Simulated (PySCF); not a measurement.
H4GeOZn, SMILES [OH][Zn][GeH3] (PBE0/def2-SVP optimised geometry):

```
7

Zn    -0.338    -0.039     0.000
O     -2.113     0.094     0.000
H     -2.612    -0.728     0.006
Ge     2.035    -0.039     0.000
H      2.612     1.238    -0.646
H      2.614    -0.124     1.428
H      2.607    -1.238    -0.787
```

Calculation: PBE0/def2-TZVP run with PySCF.

Task: What are the frontier orbital energies and the dipole moment?

Result: HOMO-2 -9.18 eV, HOMO-1 -8.18 eV, HOMO -7.92 eV, LUMO -0.81 eV, LUMO+1 -0.56 eV; dipole moment 1.46 D.

On the same geometry PBE/def2-TZVP in PySCF gives HOMO-2 -7.79 eV, HOMO-1 -6.79 eV, HOMO -6.59 eV, LUMO -1.54 eV, LUMO+1 -1.32 eV; dipole moment 1.37 D.

Meta-Löwdin charges at PBE0/def2-TZVP: Zn1 1.08, O2 -1.03, H3 0.33, Ge4 -0.27, H5 -0.04, H6 -0.04, H7 -0.04.
